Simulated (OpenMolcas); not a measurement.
# Multiconfigurational calculation on W3+

Input:

```
&GATEWAY
Coord
1

W 0.0 0.0 0.0
Basis=ANO-RCC-VTZP
Group=XYZ
NoMove
AngMom=0.0 0.0 0.0
AMFI
&SEWARD
* reference wave functions (RASSCF and RASSI steps not shown): 9 electrons in 8 orbitals (RAS1 5p, at most 2 holes; RAS2 5d)
>>> COPY JOB001 $Project.JobIph
&CASPT2
Multistate=10 1 2 3 4 5 6 7 8 9 10
Frozen=14 16
IPEA=0.0
Imaginary=0.1
MaxIter=60
WThr=0.0 0.3 0.05
PrWF=0.5
NoMix
>>> COPY JOB002 $Project.JobIph
&CASPT2
Multistate=40 1 2 3 4 5 6 7 8 9 10 11 12 13 14 15 16 17 18 19 20 21 22
23 24 25 26 27 28 29 30 31 32 33 34 35 36 37 38 39 40
Frozen=14 16
IPEA=0.0
Imaginary=0.1
MaxIter=60
WThr=0.0 0.3 0.05
PrWF=0.5
NoMix
```

Launched by
```bash
OMP_NUM_THREADS=1 MOLCAS_MEM=1689 MOLCAS_PROJECT=a pymolcas a.inp > a.log  # once for each step of the input, in one work folder
```

Output, cut to the results:

```
--- CASPT2 ---
Orbital specifications:
      -----------------------

      Symmetry species                           1   2
                                                ag  au
      Frozen orbitals                           14  16
      Inactive orbitals                          1   0
      Active orbitals                            5   3
      Secondary orbitals                        31  34
      Deleted orbitals                           0   0
      Number of basis functions                 51  53
Type of calculation                        MS-CASPT2
      Fock operator                              state-specific
      IPEA shift                                 0.00
      Real shift                                 0.00
      Imaginary shift                            0.10
      The input orbitals will be transformed to quasi-canonical
Reference energy:      -16125.7103921673
      E2 (Non-variational):      -0.2140251573
      Shift correction:          -0.0000873324
      E2 (Variational):          -0.2141124898
      Total energy:          -16125.9245046571
      Residual norm:              0.0000002251
      Reference weight:           0.96438
      Contributions to the CASPT2 correlation energy
      Active & Virtual Only:         -0.1671953018
      One Inactive Excited:          -0.0420491094
      Two Inactive Excited:          -0.0047807461
Reference energy:      -16125.7103921673
      E2 (Non-variational):      -0.2139818158
      Shift correction:          -0.0000871015
      E2 (Variational):          -0.2140689173
      Total energy:          -16125.9244610847
      Residual norm:              0.0000002192
      Reference weight:           0.96440
      Contributions to the CASPT2 correlation energy
      Active & Virtual Only:         -0.1671551941
      One Inactive Excited:          -0.0420462066
      Two Inactive Excited:          -0.0047804151
::    CASPT2 Root  1     Total energy: -16125.92450466
::    CASPT2 Root  2     Total energy: -16125.92446108
::    CASPT2 Root  3     Total energy: -16125.92309416
::    CASPT2 Root  4     Total energy: -16125.92517926
::    CASPT2 Root  5     Total energy: -16125.92479230
::    CASPT2 Root  6     Total energy: -16125.92492943
::    CASPT2 Root  7     Total energy: -16125.92397311
::    CASPT2 Root  8     Total energy: -16125.88045893
::    CASPT2 Root  9     Total energy: -16125.88045893
::    CASPT2 Root 10     Total energy: -16125.88045893
::    MS-CASPT2 Root  1     Total energy: -16125.92601765
::    MS-CASPT2 Root  2     Total energy: -16125.92530525
::    MS-CASPT2 Root  3     Total energy: -16125.92505532
::    MS-CASPT2 Root  4     Total energy: -16125.92483957
::    MS-CASPT2 Root  5     Total energy: -16125.92355665
::    MS-CASPT2 Root  6     Total energy: -16125.92343053
::    MS-CASPT2 Root  7     Total energy: -16125.92280159
::    MS-CASPT2 Root  8     Total energy: -16125.88044942
::    MS-CASPT2 Root  9     Total energy: -16125.88044160
::    MS-CASPT2 Root 10     Total energy: -16125.88041323
--- CASPT2 ---
Orbital specifications:
      -----------------------

      Symmetry species                           1   2
                                                ag  au
      Frozen orbitals                           14  16
      Inactive orbitals                          1   0
      Active orbitals                            5   3
      Secondary orbitals                        31  34
      Deleted orbitals                           0   0
      Number of basis functions                 51  53
Type of calculation                        MS-CASPT2
      Fock operator                              state-specific
      IPEA shift                                 0.00
      Real shift                                 0.00
      Imaginary shift                            0.10
      The input orbitals will be transformed to quasi-canonical
Reference energy:      -16125.6532972509
      E2 (Non-variational):      -0.2264453414
      Shift correction:          -0.0007763686
      E2 (Variational):          -0.2272217100
      Total energy:          -16125.8805189609
      Residual norm:              0.0000001858
      Reference weight:           0.95115
      Contributions to the CASPT2 correlation energy
      Active & Virtual Only:         -0.1792625123
      One Inactive Excited:          -0.0423740788
      Two Inactive Excited:          -0.0048087503
Reference energy:      -16125.6532972509
      E2 (Non-variational):      -0.2265109761
      Shift correction:          -0.0009397533
      E2 (Variational):          -0.2274507293
      Total energy:          -16125.8807479802
      Residual norm:              0.0000001783
      Reference weight:           0.95048
      Contributions to the CASPT2 correlation energy
      Active & Virtual Only:         -0.1793322866
      One Inactive Excited:          -0.0423700303
      Two Inactive Excited:          -0.0048086591
::    CASPT2 Root  1     Total energy: -16125.88051896
::    CASPT2 Root  2     Total energy: -16125.88074798
::    CASPT2 Root  3     Total energy: -16125.88070465
::    CASPT2 Root  4     Total energy: -16125.88064309
::    CASPT2 Root  5     Total energy: -16125.88069479
::    CASPT2 Root  6     Total energy: -16125.88066779
::    CASPT2 Root  7     Total energy: -16125.88054353
::    CASPT2 Root  8     Total energy: -16125.88109607
::    CASPT2 Root  9     Total energy: -16125.88091922
::    CASPT2 Root 10     Total energy: -16125.88809477
::    CASPT2 Root 11     Total energy: -16125.88809477
::    CASPT2 Root 12     Total energy: -16125.88809477
::    CASPT2 Root 13     Total energy: -16125.86381860
::    CASPT2 Root 14     Total energy: -16125.86381385
::    CASPT2 Root 15     Total energy: -16125.86377435
::    CASPT2 Root 16     Total energy: -16125.86376596
::    CASPT2 Root 17     Total energy: -16125.86377572
::    CASPT2 Root 18     Total energy: -16125.85990353
::    CASPT2 Root 19     Total energy: -16125.85968579
...
```

Levels above the lowest, from the spin-orbit matrix with the multistate effective Hamiltonian, averaged by term, added to it:

| Configuration | Term | J | E (cm⁻¹) | Measured (cm⁻¹) | Term weight % | Second |
| --- | --- | --- | --- | --- | --- | --- |
| 5d³ | ⁴F | 3/2 | 0.0 | 0.0 | 85 | 13 ²D(1) |
| 5d³ | ⁴F | 5/2 | 3960 | 3537 | 96 | 4 ²D(1) |
| 5d³ | ⁴F | 7/2 | 7370 | 6745 | 90 | 9 ²G |
| 5d³ | ²P | 3/2 | 9580 |  | 47 | 34 ⁴P |
| 5d³ | ⁴F | 9/2 | 9920 | 9256 | 69 | 26 ²G |
| 5d³ | ²P | 1/2 | 11250 |  | 58 | 42 ⁴P |
| 5d³ | ²G | 7/2 | 16050 | 15261 | 88 | 10 ⁴F |
| 5d³ | ²H | 9/2 | 17340 |  | 52 | 24 ⁴F |
| 5d³ | ⁴P | 5/2 | 18290 | 17190 | 89 | 8 ²D(1) |
| 5d³ | ⁴P | 1/2 | 18620 |  | 58 | 42 ²P |
| 5d³ | ⁴P | 3/2 | 19650 |  | 53 | 36 ²D(1) |
| 5d³ | ²H | 11/2 | 23780 | 22223 | 100 |  |
| 5d³ | ²D(1) | 5/2 | 24360 | 22766 | 85 | 8 ⁴P |
| 5d³ | ²G | 9/2 | 25720 |  | 51 | 43 ²H |
| 5d³ | ²P | 3/2 | 25920 |  | 44 | 40 ²D(1) |
| 5d³ | ²F | 5/2 | 30490 | 27938 | 90 | 8 ²D(2) |
| 5d³ | ²F | 7/2 | 30510 | 28412 | 96 | 3 ²G |
| 5d³ | ²D(2) | 5/2 | 46670 | 43287 | 88 | 8 ²F |
| 5d³ | ²D(2) | 3/2 | 46800 |  | 99 |  |

Against the 10 measured excited levels shown (the list in J. Phys. B 45, 035001 (2012)) the mean absolute deviation is 1500 cm-1; the largest miss in energy is 5d³ ²D_5/2(2): computed 46670, measured 43287 cm⁻¹ (+7.8 %), and the largest in proportion 5d³ ⁴F_5/2 (+12.0 %).

Term energies are means over components that CASPT2 splits; among the terms shown or strongly mixed into the levels shown the widest spread is 700 cm-1 (5d³ ⁴F). Over all roots computed the reference weight is 0.89 to 0.97; the roots of lowest weight are the least certain, and an intruder state may touch them. Active for correlation alone: 5p; no level in the range computed is led by a configuration that opens it, so any true level of that kind is missing. The CASPT2 spread within a term exceeds the gap to the next term for 5d³ ²G and 5d³ ⁴P, so the order of their levels is uncertain. Measured partners are found by configuration, term and J. A level has none where our copy of the source lacks it or the pairing is in doubt (some pairs that miss far off the trend of their configuration count as doubtful), and it then counts in no deviation. Only configurations of the active space appear. The first state left out of the spin-orbit step lies near 670000 cm-1 above the lowest spin-free state of the reference (among the parities and spins computed), and the list stops at four fifths of that energy or lower.

The CASPT2 steps took 37 s on 1 thread of Intel(R) Xeon(R) 6975P-C (Granite Rapids) (shared host); the integral step is not counted.

The term weight is that of the spin-free term in the level, not the purity of its configuration. A number in round brackets counts repeated terms of one configuration in the order of the reference energies.
